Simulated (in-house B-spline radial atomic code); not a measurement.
Configurations of Pb⁵⁺, with energies counted from [Xe] 4f14 (5d3/2)4 (5d5/2)5. Computed with a B-spline radial code for spherical atoms: Dirac-Hartree-Fock, average of each configuration as written, Fermi nucleus of rms radius 5.5012 fm. Energies include first-order Breit, QED and recoil terms.

Occupations are held fixed; configurations that lie above the ionisation limit could autoionise.

```json
{"configuration": "[Xe] 4f14 (5d3/2)3 (5d5/2)6", "E - E(ref) (eV)": "2.6774", "highest orbital": "5d5/2", "its <r> (bohr)": "1.234"}
{"configuration": "[Xe] 4f14 (5d3/2)4 (5d5/2)4 (8f7/2)1", "E - E(ref) (eV)": "73.198", "highest orbital": "8f7/2", "its <r> (bohr)": "10.37"}
{"configuration": "[Xe] 4f14 (5d3/2)2 (5d5/2)6 (9p3/2)1", "E - E(ref) (eV)": "76.722", "highest orbital": "9p3/2", "its <r> (bohr)": "9.444"}
{"configuration": "[Xe] 4f14 (5d3/2)2 (5d5/2)6 (9f7/2)1", "E - E(ref) (eV)": "81.343", "highest orbital": "9f7/2", "its <r> (bohr)": "13.93"}
{"configuration": "[Kr] 4d10 4f14 5s2 (5p1/2)2 (5p3/2)3 (5d3/2)3 (5d5/2)6 8s1", "E - E(ref) (eV)": "135.85", "highest orbital": "8s1/2", "its <r> (bohr)": "5.826"}
{"configuration": "[Xe] (4f5/2)6 (4f7/2)7 (5d3/2)4 (5d5/2)5 (9p1/2)1", "E - E(ref) (eV)": "192.98", "highest orbital": "9p1/2", "its <r> (bohr)": "9.105"}
```

(1) Order these further configurations by energy, lowest first.
A. [Xe] 4f14 (5d3/2)3 (5d5/2)5 (6f7/2)1
B. [Xe] 4f14 (5d3/2)4 (5d5/2)4 (8g7/2)1
C. [Xe] (4f5/2)6 (4f7/2)7 (5d3/2)3 (5d5/2)6 7s1
D. [Xe] (4f5/2)6 (4f7/2)7 (5d3/2)4 (5d5/2)5 6s1
E. [Xe] (4f5/2)6 (4f7/2)7 (5d3/2)3 (5d5/2)6 9s1

(2) How far above the reference does [Xe] 4f14 (5d3/2)3 (5d5/2)5 (5f5/2)1 lie?

(3) How far above the reference does [Kr] 4d10 4f14 5s2 (5p1/2)2 (5p3/2)3 (5d3/2)4 (5d5/2)5 6s1 lie?

Answers

(1) A (65.1 eV), B (76.237 eV), D (139.46 eV), C (175.03 eV), E (194.88 eV).

(2) 52.257 eV; its least bound orbital is 5f5/2 with <r> = 2.357 bohr.

(3) 86.907 eV; its least bound orbital is 6s1/2 with <r> = 1.937 bohr.
